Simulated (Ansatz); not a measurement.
Single points on (BeSe)4 ring (Be4Se4).

```yaml
crystal:
  periodic: [false, false, false]
  atoms:
    - {symbol: Be, position_ang: [-0.123698, -1.883049, 0.236383]}
    - {symbol: Be, position_ang: [1.835194, -0.058411, 0.495691]}
    - {symbol: Be, position_ang: [0.123682, 1.883060, -0.236335]}
    - {symbol: Be, position_ang: [-1.835201, 0.058416, -0.495635]}
    - {symbol: Se, position_ang: [1.871065, -1.994493, -0.100188]}
    - {symbol: Se, position_ang: [1.681083, 1.881459, 1.059522]}
    - {symbol: Se, position_ang: [-1.441630, 1.763288, -1.517050]}
    - {symbol: Se, position_ang: [-2.110495, -1.650270, 0.557622]}
basis:
  gaussian: {orbitals: def2-TZVP, initial_orbitals: start.molden}
hamiltonian: {xc: hf}
scf: {omitted_lower_state_checks: [starts]}
output: {orbitals: {seedname: orbitals}}
```

The file start.molden holds the orbitals of an earlier run on this structure, at another level or in another basis.

```sh
$ ansatz run in.yaml --threads 4 --pin off --events-out ev --progress --plain --max-ram 4787MiB
```

Shortened log:

```
Functional definition: HF
2596 factors; their error is unknown
mean field evaluation 1: about -262807.9725 eV, gradient 4.6e1 eV
mean field evaluation 2: about -262809.2426 eV, gradient 1.7e0 eV
mean field evaluation 4: about -262816.1938 eV, gradient 2.7e0 eV
mean field evaluation 8: about -262816.2001 eV, gradient 1.2e-5 eV
mean field -262816.20007319 eV, -9658.3172094712 hartree, gradient 1.2e-5 eV, S^2 0.000000; 0 other end points of the search recorded, 0 dependent functions left out
reference -262816.20007319 eV, -9658.3172094712 hartree; 76, 76 occupied and 192, 192 virtual orbitals, 2596 factors
Total energy: -262816.20007319 eV, -9658.3172094712 hartree
Checks for a lower state left out: starts
```

Run time 10 s (4 threads of Arm Neoverse V2 on a shared host), peak host memory 1.4 GiB.

As the first input, with `hamiltonian: {xc: {name: r2SCANh}, dispersion: d4}` (abridged; 13 s):

```
Functional definition: r2SCANh
mean field -263011.36663792 eV, -9665.4894484362 hartree, gradient 2.2e-5 eV, S^2 0.000000
Total energy: -263011.47936439 eV, -9665.4935910577 hartree
Checks for a lower state left out: starts
```

First input, but with `hamiltonian: {xc: pbe}`, `correlation: {method: rpa}` and without the key `output` (abridged; 10 s):

```
Functional definition: PBE
mean field -262970.93626095 eV, -9664.0036594873 hartree, gradient 1.9e-6 eV, S^2 0.000000
36 core orbitals not correlated: weight in the atoms' cores, before any rotation towards them, 1.000 or more for the frozen orbitals, at most 0.000 for the correlated occupied ones
Total energy: -262869.16530983 eV, -9660.2636460166 hartree
Checks for a lower state left out: starts
```

The first input with `correlation: {method: mp2}` and without the key `hamiltonian` (abridged; 9 s):

```
Functional definition: HF
mean field -262816.20206201 eV, -9658.3172825590 hartree, gradient 2.5e-6 eV, S^2 0.000000
36 core orbitals not correlated: weight in the atoms' cores, before any rotation towards them, 1.000 or more for the frozen orbitals, at most 0.000 for the correlated occupied ones
second order -35.85362751 eV of doubles, -0.00000000 eV of singles
Total energy: -262852.05568953 eV, -9659.6348790676 hartree
Checks for a lower state left out: starts
```

The first input with `hamiltonian: {xc: pbe0, dispersion: d4}` (abridged; 10 s):

```
Functional definition: PBE0
mean field -262980.08309553 eV, -9664.3397994580 hartree, gradient 1.9e-5 eV, S^2 0.000000
Total energy: -262980.43931598 eV, -9664.3528903183 hartree
Checks for a lower state left out: starts
```

The first input with `gaussian: {orbitals: STO-3G}` (abridged; 1.2 s):

```
Functional definition: HF
a density is far from that of the atoms, so the factors are made again for it
mean field evaluation 16: about -259938.1072 eV, gradient 5.2e-5 eV
mean field -259938.10719616 eV, -9552.5492470818 hartree, gradient 5.2e-5 eV, S^2 0.000000
Total energy: -259938.10719616 eV, -9552.5492470818 hartree
Checks for a lower state left out: starts
```

As the first input, with `gaussian: {orbitals: def2-SVP, initial_orbitals: start.molden}`, `hamiltonian: {xc: pbe, dispersion: d4}` (abridged; 2.5 s):

```
Functional definition: PBE
mean field -262937.28156025 eV, -9662.7668720487 hartree, gradient 2.2e-5 eV, S^2 0.000000
Total energy: -262937.67749482 eV, -9662.7814223756 hartree
Checks for a lower state left out: starts
```

Geometry: PBE0-D4/def2-SVP.

Correlated methods freeze 36 core orbitals; core or outer-core shells of Se are correlated, in sets that lack core-valence functions. Another isomer (singlet) lies 0.94 eV lower at PBE0-D4/def2-TZVP; other spin states weren't run for this one.
